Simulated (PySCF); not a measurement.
Species: CH9NSeSi2.
Bonds: C1–N2, N2–Si3, Si3–Se4, Se4–Si5. Hydrogens: H6, H7, H8 on C1; H9 on N2; H10, H11 on Si3; H12, H13, H14 on Si5.

Level of theory: PBE0-D3(BJ)/def2-SVP geometry optimisation, gas phase in PySCF.

(1) Give the optimised bond lengths and angles.

Results:

(1) 
| bond | length (Å) | order |
| --- | --- | --- |
| C1–N2 | 1.444 | single |
| N2–Si3 | 1.725 | single |
| Si3–Se4 | 2.287 | single |
| Se4–Si5 | 2.288 | single |
| C1–H6, C1–H7, C1–H8 | 1.103 | single |
| N2–H9 | 1.015 | single |
| Si3–H10, Si3–H11 | 1.495 | single |
| Si5–H12, Si5–H13, Si5–H14 | 1.493 | single |

Bonds in one row agree within 0.01 Å and their mean is given. Orders are formal, as drawn. A selection of angles:
| angle | degrees |
| --- | --- |
| N2–C1–H6 | 109.7 |
| N2–C1–H7 | 111.4 |
| N2–C1–H8 | 113.5 |
| H6–C1–H7 | 107.0 |
| C1–N2–Si3 | 126.6 |
| C1–N2–H9 | 114.4 |
| Si3–N2–H9 | 117.9 |
| N2–Si3–Se4 | 108.2 |
| N2–Si3–H10 | 117.1 |
| N2–Si3–H11 | 105.5 |
| Se4–Si3–H10 | 104.4 |
| Se4–Si3–H11 | 112.6 |
| H10–Si3–H11 | 109.3 |
| Si3–Se4–Si5 | 91.4 |
| Se4–Si5–H12 | 112.4 |
| Se4–Si5–H13 | 106.0 |
| H12–Si5–H13 | 108.6 |

Torsions: C1–N2–Si3–Se4 -140° (anticlinal); N2–Si3–Se4–Si5 42° (synclinal). The mirror-image conformer, all signs reversed, is as good.

N2 (silicon-bound nitrogen) is almost planar (angles 126.6°, 117.9° and 114.4°, sum 359.0°, 0.08 Å off the plane of its three neighbours). Of the pairs four or more bonds apart, Si5···H9 is among the closest relative to their van der Waals radii: 3.42 Å, 104 % of the sum of Bondi's values. Si3 (SiH2 silicon) is distorted tetrahedral (angles from 104.4° to 117.1°). Se4 (selenium bonded to 2 Si) is bent (angle 91.4°). Si5 (SiH3 silicon) is tetrahedral (angles from 106.0° to 112.4°).

Point group: C1 (no symmetry element, even within 0.4 Å). No frequency check. One conformer, not necessarily the lowest.
